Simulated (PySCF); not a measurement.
Compound: C₂H₉OSSi₂ (doublet state).
Atom-mapped SMILES: `[CH3:1][S:2][Si@@H:3]([CH3:4])[SiH:5][OH:6]` (hydrogens: H7, H8, H9 on C1; H10 on Si3; H11, H12, H13 on C4; H14 on Si5; H15 on O6)

Geometry (GFN2-xTB, Å), atoms numbered from 1 in this order:
```
atom  x, y, z in Å
C1     2.3182   -0.3505    1.1626
S2     0.9291   -1.3178    0.5180
Si3   -0.6569    0.1994    0.5222
C4    -0.0271    1.7499   -0.3870
Si5   -2.2086   -0.8025   -0.8219
O6    -2.4470   -2.3782   -0.4698
H7     2.6242    0.3799    0.4194
H8     3.1292   -1.0457    1.3548
H9     2.0265    0.1427    2.0856
H10   -0.6525    0.5793    1.9583
H11    0.2774    1.5295   -1.4064
H12    0.8230    2.1933    0.1239
H13   -0.8057    2.5047   -0.4313
H14   -3.6130   -0.3917   -0.8450
H15   -1.7213   -2.9842   -0.3451
```

The hyperfine couplings belong to this conformer and change with its torsions.

Method used: UKS B3LYP, pcH-1 on C H O S Si, non-relativistic, mean-field spin-orbit, GIAO (PySCF). One conformer (not necessarily the lowest) at the GFN2-xTB geometry, without solvent, vibrations or thermal averaging. The geometry wasn't refined by DFT: couplings that depend on bond lengths, twists or pyramidal angles can differ widely from those at the functional's own minimum, by a factor of two or more for some ions and for spin on atoms past the first row. No stability test was run, so a lower SCF solution isn't excluded.

Match the computed a_iso(13C) values -1.8, +0.6 MHz with the sites C1; C4.

| site | a_iso (MHz) | ρ(0) (bohr⁻³) | position | distance from Si5 (Å) | spin population | largest \|T\| (MHz) |
| --- | --- | --- | --- | --- | --- | --- |
| C1 | +0.6 | +0.0006 | 3 bonds from Si5 | 4.96 | 0.00 | 0.3 |
| C4 | -1.8 | -0.0016 | 2 bonds from Si5 | 3.39 | 0.00 | 0.7 |

The isotropic 29Si couplings are -469.2, -116.3 MHz. Assign them to Si3; Si5.

```
site  a_iso (MHz)  ρ(0) (bohr⁻³)                 position  distance from Si5 (Å)  spin population  largest |T| (MHz)
 Si3       -116.3        +0.1310          1 bond from Si5                   2.28            +0.09               21.6
 Si5       -469.2        +0.5290  largest spin population                   0.00            +0.78              142.8
```

ρ(0) is the spin density at the nucleus and T the dipolar tensor; a_iso includes a spin–orbit part; entries for several nuclei are means. The largest Mulliken spin populations are on Si5 (+0.78), Si3 (+0.09) and O6 (+0.09). No atom but Si5 exceeds +0.15. The angles at Si5 add up to 333.6°, so it is pyramidal.

Class means assume fast exchange of nuclei equivalent by connectivity; if that motion is slow, each nucleus keeps its own coupling.
